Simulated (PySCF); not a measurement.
Ligands exchanged one at a time, Ga SiH3-SH. All species are isolated molecules in the gas phase. One relaxed conformer stands for each flexible species; it need not be the lowest. Strings in code marks are SMILES.

These are M06-2X/def2-TZVP // PBE0-D3(BJ)/def2-TZVP (PySCF) values and carry that method's errors. All candidates: neutral, multiplicity 1. Delta-SCF ions had no search for a lower state. Excitations are Tamm–Dancoff values on a coarser integration grid. The basis has no diffuse functions, so Rydberg states are missing or too high.

```yaml
HOMO–LUMO gap: 8.64 eV
vertical ionisation energy (Delta-SCF): 9.91 eV
T1 excitation (TDA): 5.34 eV
```

**Question.** Identify which member has these values.
A. `[SiH3][Ga]([SH])[SH]` (S–Ga–S–H torsion -179°, S–Ga–S–H torsion 0°)
B. `[SiH3][Ga]([SiH3])[SiH3]`
C. `[SH][Ga]([SH])[SH]`
D. `[SiH3][Ga]([SiH3])[SH]` (Si–Ga–S–H torsion 1°)

**Answer.** C, `[SH][Ga]([SH])[SH]`. The others give `[SiH3][Ga]([SH])[SH]` (S–Ga–S–H torsion -179°, S–Ga–S–H torsion 0°): 7.67 eV, 9.63 eV, 4.54 eV; `[SiH3][Ga]([SiH3])[SiH3]`: 6.14 eV, 8.96 eV, 2.75 eV; `[SiH3][Ga]([SiH3])[SH]` (Si–Ga–S–H torsion 1°): 6.87 eV, 9.17 eV, 3.48 eV
